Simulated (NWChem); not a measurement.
System: BaHSF; SMILES [Ba]([SH])[F]

Input file for NWChem:

```
start job
memory heap 200 mb stack 900 mb global 1100 mb
geometry units angstroms
  Ba     0.045709    -0.124881     0.453807
  F      0.457298    -1.937547    -0.311371
  S     -0.444978     1.598061    -1.726914
  H     -0.691340     2.696528    -1.022725
end
basis spherical
  * library def2-svp
end
ecp
  Ba library def2-ecp
end
dft
  xc pbe0
  iterations 150
end
driver
  maxiter 120
end
task dft optimize
dft
  grid fine
  convergence energy 1d-8 density 1d-7
end
task dft freq numerical
```

def2 effective core potentials on Ba; no spin-orbit coupling.

The level has its own optimisation; frequencies are unscaled.

Question: Give the results of this calculation. (PBE0/def2-SVP with def2 effective core potentials on Ba.) Quantities: r Ba–F (Å); r Ba–S (Å); r H–S (Å); highest harmonic frequency (cm⁻¹); lowest (cm⁻¹); zero-point energy (kcal/mol).

Answer: 
```
Item                               Value
---------------------------------  -----
r Ba–F (Å)                         2.222
r Ba–S (Å)                         2.907
r H–S (Å)                          1.356
highest harmonic frequency (cm⁻¹)   2677
lowest (cm⁻¹)                         68
zero-point energy (kcal/mol)         5.7
```
